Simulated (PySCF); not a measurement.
C₄H₉LiO, SMILES [Li][O]C(C)(C)C.

Geometry: ωB97X-D3(BJ)/def2-SVP. The isomer is the one that the SMILES or the coordinates give; other isomers of the formula were not compared.

All values below come from IEF-PCM-M06-2X/def2-SVP in PySCF.

The values are the electrostatic part of the solvation free energy, E(continuum) − E(gas) at the gas-phase geometry, in a cavity of scaled van der Waals radii (PySCF's table); cavitation and dispersion terms are not included. A continuum can't describe solvent molecules that bind to the metal. In vacuum the orbital gap is 6.26 eV. The dipole moment in vacuum is 5.32 D.

```
solvent              ε  ΔG(elec) (kcal/mol)  dipole (D)  gap (eV)
---------------  -----  -------------------  ----------  --------
water            78.36                -10.2        5.69      7.40
ethylethanoate    5.99                 -7.9        5.67      7.16
tetrahydrofuran   7.43                 -8.3        5.68      7.21
```
